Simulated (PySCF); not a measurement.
# Correlation energy of S⁺ (sulfur, charge +1)

[Ne] 3s1 3p4, high-spin 4P determinant (an excited configuration). Computed with PySCF 2.14 in aug-cc-pCVTZ-DK with one added diffuse shell each of s, p, d, f type (9s8p6d4f, 91 functions), with the spin-free X2C one-electron Hamiltonian (Gaussian nucleus). Frozen: [Ne]; 5 electrons correlated.

```
  level  correlation energy (mhartree)
   CCSD                        -129.27
    (T)                          -8.50
CCSD(T)                        -137.77
```

Diagnostics: T1 = 0.018, D1 = 0.0500, largest double amplitude 0.166.

A double-excitation amplitude exceeds 0.15, a sign of near-degeneracy.

Cost of the coupled-cluster step: of the order of 30 core-seconds, for 5 correlated electrons.
